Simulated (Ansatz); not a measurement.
Sn₃O₄. The state is a singlet with charge 0. Geometry r2SCAN-D4/def2-SVP.

```xyz
7

Sn    1.4266   -1.0877    0.1292
Sn   -0.4474    0.9973    1.9391
Sn   -0.9819   -0.1709   -1.9903
O     0.9609   -0.3335   -1.7244
O     1.3770    0.5758    1.3342
O    -1.3105    0.7322   -0.0394
O    -1.0247   -0.7133    0.3515
```

In the def2 sets Sn takes a core potential, while STO-3G treats all electrons; there is no spin–orbit coupling. B3LYP takes the VWN-RPA correlation. HSE06 is defined as in plane-wave codes, on full-range PBE exchange. The structure holds one bond between oxygen atoms, so isomers without such links may lie far lower. Another isomer (singlet) lies 0.32 eV lower at PBE0-D4/def2-TZVP; other spin states weren't run for this one.

(1) Estimate the orbital energies around the gap (eV) in Ansatz with HF/STO-3G, PBE-D4/def2-SVP, BLYP-D4/def2-TZVP, B3LYP-D4/def2-TZVP, HSE06-D4/def2-TZVP.

Answers

(1) 
```
orbital  HF/STO-3G  PBE-D4/def2-SVP  BLYP-D4/def2-TZVP  B3LYP-D4/def2-TZVP  HSE06-D4/def2-TZVP
 HOMO−5      -7.64            -6.84              -6.77               -7.99               -7.85
 HOMO−4      -7.56            -6.61              -6.57               -7.84               -7.69
 HOMO−3      -7.30            -6.41              -6.38               -7.69               -7.58
 HOMO−2      -6.30            -5.83              -5.83               -7.13               -7.01
 HOMO−1      -5.16            -5.66              -5.71               -6.99               -6.81
   HOMO      -4.18            -5.56              -5.53               -6.48               -6.24
   LUMO       4.99            -2.85              -2.90               -2.48               -2.62
 LUMO+1       5.91            -2.18              -2.22               -1.82               -1.95
 LUMO+2       6.45            -1.90              -1.92               -1.39               -1.52
 LUMO+3       7.60            -1.58              -1.67               -1.18               -1.31
 LUMO+4       9.60            -0.82              -0.90               -0.47               -0.61
 LUMO+5      10.73            -0.69              -0.86                0.02               -0.05
```
